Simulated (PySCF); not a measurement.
## Unknown compound

The spectra below were simulated for a compound C$_{5}$H$_{10}$O$_{2}$Si$_{2}$.

¹H NMR (600 MHz, computed): δ 10.55 (s, 1H), 6.92 (m, 1H), 5.29 (m, 1H), 4.82 (m, 1H), 4.35 (s, 3H), 4.18 (s, 3H).

¹³C{¹H} NMR (computed): δ 196.3 (CH), 186.6 (C), 161.0 (CH), 130.1 (C), 101.5 (CH2).

[PySCF 2.14.0 with density-fitted response routines: shieldings: GIAO PBE0/pcSseg-1; coordinates at the GFN2-xTB level; non-relativistic Hamiltonian; no solvent; a single conformation; rapidly exchanging positions averaged]

References, each an isolated molecule treated in the same way: ¹H and ¹³C vs TMS.

Choose the structure that fits.
A. C=CO/C([SiH3])=C(/[SiH3])C=O
B. C=C[Si@H](C=O)C(=C)O[SiH3]
C. C#CC1([SiH2]O[SiH2]O)CC1
D. CC(=O)[C@@]1([SiH3])C=CO[SiH2]1

## Answers

A. 

1. The formula gives 3 degrees of unsaturation (no ring in the answer).
2. 5 carbon signals for 5 carbons: no two carbons are equivalent.
3. Carbon types of the structure: 2 × C, 2 × CH, 1 × CH2, leaving 6 H on heteroatoms.
4. δC 196.3: aldehyde carbonyl carbon; low-lying n→π* states of the double bond to the heteroatom give a large paramagnetic term (-260 ppm).
5. δC 186.6, 161.0: alkene carbon bearing oxygen; an sp2 carbon further deshielded by the attached heteroatom.
6. δC 130.1, 101.5: β carbon of an enol-ether or enamine type C=C.
7. δH 10.55: hydrogen on an aldehyde carbonyl carbon; the formyl region, downfield of aromatic protons.
8. δH 5.29, 4.82: hydrogen on a β carbon of an enol-ether or enamine type C=C.

The others: CC(=O)[C@@]1([SiH3])C=CO[SiH2]1 has carbons computed at 219.1, 158.4, 112.5, 48.0, 31.4, with a different DEPT pattern; C=C[Si@H](C=O)C(=C)O[SiH3] would give 8 signals for carbon-bound and other non-exchanging H, not 6; C#CC1([SiH2]O[SiH2]O)CC1 would give 4 carbon signals, not 5.

Shifts are as computed. Against solution values, carbons near 30 ppm lie about +3 ppm off and those near 130 ppm about +5 ppm. Of 1211 compounds with measured shifts, 218 miss one by over three times the rms of a fit or turn the order of signals round; such compounds aren't used in these exercises. Multiplicities follow the n + 1 count of equivalent neighbours, as no J values were calculated; m marks all less simple cases, F and P coupling included.
